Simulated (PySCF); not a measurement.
Nb(O)(OH)3 (H₃NbO₄), SMILES [OH][Nb]([OH])([OH])=[O], multiplicity 1.

Coordinates come from a B3LYP-D3(BJ)/def2-SVP optimisation. The multiplicity is an assumed one; other spin states were not compared. The def2 effective core potentials stand for the cores of Nb; spin–orbit coupling is left out. Other conformers were not sampled.

Two levels are set side by side: PBE/def2-TZVP (PySCF) and CAM-B3LYP/def2-TZVP (PySCF). Same geometry, gas phase. Differences are taken from unrounded values.

```
quantity                     CAM-B3LYP    PBE  PBE minus CAM-B3LYP
---------------------------  ---------  -----  -------------------
orbital gap (eV)                 11.09   5.94                -5.14
highest occupied level (eV)     -10.78  -7.58                 3.20
lowest empty level (eV)           0.31  -1.64                -1.94
dipole moment (D)                 0.37   0.38                 0.01
mean polarisability (bohr³)       49.4   52.7                  3.3
```

PBE's occupied levels lie high since its potential decays too fast outside the molecule; exact exchange lowers them and widens the gap. PBE's more diffuse valence density responds more strongly to a field. Differences between two approximate levels are no errors against the true value.

Rough cost on one machine, each run with all the roots and properties that it gave: CAM-B3LYP against PBE within a factor of 2.
